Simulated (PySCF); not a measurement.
An unknown gives this computed stick spectrum. Theory: TDDFT B3LYP/def2-SVPD, vertical, gas phase, core orbitals frozen in the response (PySCF 2.14.0, density-fitted response routines). Geometries: PBE0-D3(BJ)/def2-SVP, one conformer each.

```json
{"state": "S1", "E (eV)": "5.43", "f": "0.0003", "main configurations (H = HOMO, L = LUMO)": "H→L (62%), H-1→L+1 (22%)"}
{"state": "S2", "E (eV)": "5.61", "f": "0.0018", "main configurations (H = HOMO, L = LUMO)": "H-1→L+1 (67%), H→L (23%)"}
{"state": "S3", "E (eV)": "5.61", "f": "0.0047", "main configurations (H = HOMO, L = LUMO)": "H-1→L (44%), H→L+1 (37%), H-2→L+1 (8%)"}
{"state": "S4", "E (eV)": "5.87", "f": "0.0001", "main configurations (H = HOMO, L = LUMO)": "H-2→L (51%), H-2→L+2 (19%), H→L+2 (10%)"}
{"state": "S5", "E (eV)": "6.02", "f": "0.018", "main configurations (H = HOMO, L = LUMO)": "H-3→L (24%), H-2→L+1 (23%), H→L+1 (15%)"}
{"state": "S6", "E (eV)": "6.08", "f": "0.0009", "main configurations (H = HOMO, L = LUMO)": "H-3→L+1 (52%), H-1→L+3 (16%), H-3→L+3 (14%)"}
```

Question: Which candidate is it?
A. `C[C@@H]1CC[SiH2][SiH2]1`
B. `C#C[SiH2]C#C[SiH3]`
C. `CC[SiH]1C[SiH2]C1`
D. `C1[Si@@H](C)[SiH2]CC1`
E. `[SiH3]C[SiH2]C1CC1`

Answer: B. Its S1, at 5.43 eV, is the lowest among the candidates; the nearest of the others has S1 at 6.08 eV. S1 is HOMO→LUMO (62%), HOMO-1→LUMO+1 (22%). Löwdin shares by element: HOMO carbon 65% or more, silicon 8% or more (atoms not listed hold the other 27%); LUMO carbon 47% or more, silicon 25% (atoms not listed hold the other 28%). At the same level the other candidates give, for their lowest levels:
- `C[Si@@H]1CCC[SiH2]1`: 6.08 eV (f 0.022); 6.24 eV (f 0.041); 6.83 eV (f 0.012); 6.99 eV (f 0.145); 7.18 eV (f 0.012); T1 5.54 eV; HOMO -6.99, LUMO 0.00 eV
- `C[C@@H]1CC[SiH2][SiH2]1`: 6.14 eV (f 0.019); 6.33 eV (f 0.039); 6.72 eV (f 0.159); 6.91 eV (f 0.050); 7.20 eV (f 0.036); T1 5.66 eV; HOMO -7.14, LUMO -0.08 eV
- `[SiH3]C[SiH2]C1CC1`: 7.14 eV (f 0.034); 7.42 eV (f 0.016); 7.45 eV (f 0.025); 7.63 eV (f 0.003); 7.78 eV (f 0.120); T1 6.96 eV; HOMO -7.86, LUMO 0.10 eV
- `CC[SiH]1C[SiH2]C1`: 6.17 eV (f 0.001); 6.48 eV (f 0.001); 6.63 eV (f 0.002); 7.05 eV (f 0.010); 7.21 eV (f 0.001); T1 6.00 eV; HOMO -7.19, LUMO 0.02 eV
Triplets come from the Tamm–Dancoff approximation.
